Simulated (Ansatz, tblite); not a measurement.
Removing an electron: [GeF3]- (GeF₃⁻). Charge -1, multiplicity 1. Geometry: r2SCAN-D4/def2-TZVPD. Ansatz, gas phase; energy differences of separate SCF runs; the oxidised species was run as a doublet alone.

```xyz
4

Ge   -0.6109   -0.1392    0.3456
F    -0.4843    1.2116   -0.8618
F     0.1860   -1.3759   -0.7193
F     0.9091    0.3035    1.2355
```

The xTB rows come from tblite.

```
               level  −HOMO (eV)  vertical IE (eV)  −LUMO (eV)  HOMO–LUMO gap (eV)
            GFN1-xTB        4.12              8.21       -1.50                5.63
r2SCAN-D4/def2-TZVPD        0.98              4.08       -4.64                5.62
  PBE0-D4/def2-TZVPD        1.90              4.20       -4.72                6.62
```

Estimate the rows for GFN2-xTB, PBE-D4/def2-TZVPD.


```
            level  −HOMO (eV)  vertical IE (eV)  −LUMO (eV)  HOMO–LUMO gap (eV)
         GFN2-xTB        4.90              9.04       -2.64                7.55
PBE-D4/def2-TZVPD        0.78              4.04       -4.17                4.94
```

Relaxing the oxidised species (r2SCAN-D4/def2-TZVPD) changes its energy by -0.44 eV at PBE-D4/def2-TZVPD, so the adiabatic ionisation energy to this nearest minimum is 3.60 eV. At PBE0-D4/def2-TZVPD it is 3.51 eV.   Raw xTB energy differences between charge states are shifted by several eV; the methods need an empirical correction for them.
